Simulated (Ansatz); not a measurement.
Z-matrix (Å, degrees):
```
Si
F 1 1.5898
F 1 1.5898 2 108.03
F 1 1.5898 2 108.03 3 116.63
I 1 2.4013 2 110.88 4 121.69
```
Charge 0, multiplicity 1.

Computed with frozen-core CCSD(T)/def2-TZVPP // PBE-D3(BJ)/def2-TZVP (Ansatz, a program for electronic structure).

HF energy: -884.31531 Ha
MP2 correlation energy: -1.35159 Ha

Problem. Estimate the CCSD correlation energy, the (T) correction, the total energy and the T1 diagnostic.

Solution. 
The CCSD correlation energy is -1.32238 Ha and the (T) correction is -0.03546 Ha. The CCSD(T) total energy is -885.67315 Ha and the T1 diagnostic comes out as 0.011.
